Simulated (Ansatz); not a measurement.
Consider the substitution at a C–In bond: `C[C](C)(C)[In]([F])[Cl]` + `[CH3][SnH]([NH2])[F]` → `[CH3][SnH]([F])[NH]C(C)(C)C` + `[F][InH][Cl]`.

Computed with Ansatz on PBE0-D4/def2-TZVP structures; ΔE is electronic, products minus reactants. CCSD(T)/CBS is the MP2 limit (def2-TZVPP, def2-QZVPP) plus CCSD(T) − MP2 in def2-TZVPP, frozen cores. def2 core potentials past Kr. For In, Sn outer-core shells are correlated without core-valence functions, which leaves a few kJ/mol of doubt a bond. One conformer a species, not always the lowest.

`C[C](C)(C)[In]([F])[Cl]`:

```xyz
16

C     1.255   -0.245   -0.901
C    -0.006   -0.112   -0.058
C    -1.251   -0.230   -0.922
C    -0.014   -1.158    1.048
In    0.031    1.849    0.887
F     1.528    2.377    2.029
Cl   -1.507    3.593    0.796
H     1.275   -1.243   -1.359
H     2.165   -0.139   -0.307
H     1.290    0.483   -1.716
H    -2.171   -0.128   -0.343
H    -1.268   -1.221   -1.396
H    -1.275    0.515   -1.722
H    -0.912   -1.101    1.670
H     0.000   -2.158    0.594
H     0.860   -1.082    1.699
```

`[CH3][SnH]([NH2])[F]`:

Z-matrix (Å, degrees):
```
C
Sn 1 2.121
H 1 1.090 2 108.9
H 1 1.090 2 110.7 3 120.3
H 1 1.089 2 109.4 3 -119.0
N 2 2.000 1 111.9 3 -46.3
F 2 1.931 1 103.5 3 66.3
H 2 1.704 1 120.3 3 -179.3
H 6 1.008 2 118.0 1 -138.2
H 6 1.008 2 117.9 1 -1.9
```

`[CH3][SnH]([F])[NH]C(C)(C)C`:

Z-matrix (Å, degrees):
```
C
Sn 1 2.120
H 1 1.090 2 108.5
H 1 1.090 2 110.2 3 -120.1
H 1 1.091 2 109.9 3 119.4
N 2 2.019 1 111.4 3 -46.9
F 2 1.933 1 105.5 3 61.0
H 2 1.715 1 115.9 3 177.3
C 6 1.462 2 122.3 1 -103.4
H 6 1.014 2 110.2 1 123.4
C 9 1.524 6 108.1 2 48.7
C 9 1.526 6 107.8 2 166.8
C 9 1.530 6 112.4 2 -72.5
H 11 1.092 9 111.1 6 176.1
H 11 1.092 9 110.5 6 55.6
H 11 1.097 9 111.3 6 -65.2
H 12 1.093 9 111.2 6 -179.1
H 12 1.092 9 110.3 6 -58.2
H 12 1.094 9 110.5 6 61.2
H 13 1.094 9 110.9 6 60.5
H 13 1.093 9 110.4 6 -59.0
H 13 1.094 9 111.6 6 -179.0
```

`[F][InH][Cl]`:

Z-matrix (Å, degrees):
```
In
F 1 1.939
Cl 1 2.305 2 109.3
H 1 1.688 2 121.8 3 -180.0
```

| species | CCSD(T)/CBS(def2) energy (Eh) |
| --- | --- |
| `C[C](C)(C)[In]([F])[Cl]` | -907.11107 |
| `[CH3][SnH]([NH2])[F]` | -410.22990 |
| `[CH3][SnH]([F])[NH]C(C)(C)C` | -567.27111 |
| `[F][InH][Cl]` | -750.05448 |

Work out ΔE.

ΔE = (-567.27111) + (-750.05448) − (-907.11107) − (-410.22990) = 0.01538 Eh = +0.42 eV.

Largest T1 diagnostic among the species: 0.015.

At CCSD(T), def2-SVP lies −0.27 eV from the extrapolated value and def2-TZVPP −0.07 eV. From r2SCAN to r2SCAN0 (25 % exact exchange), in def2-TZVPP and without D4, ΔE moves by −0.04 eV.
